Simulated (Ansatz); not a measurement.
A structure relaxed at PBE0-D4/def2-TZVP, charge 0, multiplicity 1:

```
atom   x (Å)   y (Å)   z (Å)
  F1  -2.338   1.513  -1.518
 Al2  -0.849   0.846  -1.269
  N3  -0.559   0.081   0.301
 Si4   0.879  -0.690   0.868
  H5   0.233   0.909  -2.401
  H6  -1.328   0.093   0.960
  H7   1.430  -0.028   2.083
  H8   1.878  -0.601  -0.229
  H9   0.653  -2.123   1.205
```

(1) Give its formula and SMILES.

(2) Point group (tolerance 0.08 Å, 0.16 Å for H)?

(3) Summarise the bond lengths by kind.

## Answers

(1) AlFH5NSi, `[F][AlH][NH][SiH3]`.

(2) Cs.

(3) 1 × Al–F 1.650 Å; 1 × Al–N 1.771 Å; 1 × Al–H 1.567 Å; 1 × N–Si 1.727 Å; 1 × H–N 1.012 Å; 3 × H–Si 1.486 to 1.489 Å.

Program: Ansatz 0.2.0.
